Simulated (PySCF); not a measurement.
# How methods differ on the excitation energy of Sb⁺

Sb⁺ [Kr] 4d10 5s2 5p2 (3P) → Sb⁺ [Kr] 4d10 5s1 5p2 5d1 (high-spin determinant), as a difference of total energies. Computed with PySCF 2.14 in aug-cc-pwCVDZ-PP with ECP28MDF (6s5p4d1f, 48 functions), with scalar relativity through the core potential. Correlated levels: valence: 4s2 4p6 4d10 frozen. The calculations carry no spin-orbit coupling.

```
           method  excitation energy (eV)
              UHF                  14.603
    MP2 (valence)                  15.385
SCS-MP2 (valence)                  15.646
   CCSD (valence)                  15.280
CCSD(T) (valence)                  15.232
```

Question: How much does correlation contribute at CCSD(T) (valence)?

Answer: 15.232 − (14.603) = 0.629 eV, measured against UHF.

The promoted electron is Rydberg-like, and one or two diffuse shells describe it only roughly, which tends to raise the upper state.

The coupled-cluster amplitudes are large for the upper state (T1 above 0.03 or a double amplitude above 0.15), so a single reference is strained.

The determinant of the upper state mixes LS terms, which raises its energy above the lowest term, most at the Hartree-Fock and MP2 levels.
